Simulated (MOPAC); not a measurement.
MOPAC input (MNDO):

```
MNDO 1SCF CHARGE=-1 GEO-OK AUX(PRECISION=9) THREADS=1
H3BN

B    -0.66503886 1    0.05057511 1   -0.01894431 1
N     0.70388039 1    0.07004987 1    0.02414072 1
H    -1.37605239 1   -0.96558513 1   -0.07461875 1
H    -1.30721419 1    1.10293443 1   -0.00402462 1
H     1.08129813 1   -0.88057398 1    0.00437982 1
```

What heat of formation does the run end on, and which ionisation energy by Koopmans theorem?

-16.19 kcal/mol; 3.48 eV.
